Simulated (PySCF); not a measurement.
**Ionisation energy of Pb(2+) by level of theory**

Pb(2+) [Xe] 4f14 5d10 6s2 (1S) → Pb(3+) [Xe] 4f14 5d10 6s1 (2S), as a difference of total energies. Calculation: PySCF 2.14, in x2c-TZVPPall with one added diffuse shell each of s, p, d, f type (12s8p7d4f, 99 functions); scalar relativity by spin-free X2C-1e. Correlated levels: valence: [Xe] 4f14 5d10 frozen; valence and next inner shell: [Kr] 4d10 4f14 frozen. The calculations carry no spin-orbit coupling.

Task: Order these methods by the ionisation energy they give, lowest first.
A. TPSSh
B. LDA
C. SCS-MP2 (valence)
D. MP2 (valence)

Result: D (30.387 eV), C (30.498 eV), A (31.807 eV), B (32.681 eV).

Errors of the correlated levels include the incompleteness of this basis and the frozen core.

For comparison: 31.937 eV (measured; NIST Atomic Spectra Database, ionization energies).
